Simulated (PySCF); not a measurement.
Electron correlation in B (boron, neutral)

[He] 2s1 2p1 3s1, high-spin 4P determinant (an excited configuration). All numbers are calculated (PySCF 2.14, the spin-free X2C one-electron Hamiltonian (Gaussian nucleus), in aug-cc-pCVQZ-DK (9s8p6d4f2g, 109 functions)). Frozen: nothing; 5 electrons correlated.

MP2 pair energies summed by pair of shells (mhartree):

```csv
pair,energy,share (%)
1s-1s,-39.46,75.1
1s-2s,-3.44,6.5
2s-2p,-3.34,6.3
1s-2p,-3.17,6.0
2p-3s,-1.51,2.9
2s-3s,-1.42,2.7
1s-3s,-0.25,0.5
```

Total MP2 correlation energy: -52.58 mhartree.

Same-spin part -8.40 and opposite-spin part -44.18 mhartree; SCS-MP2 scales them by 1/3 and 6/5 to -55.82 mhartree.
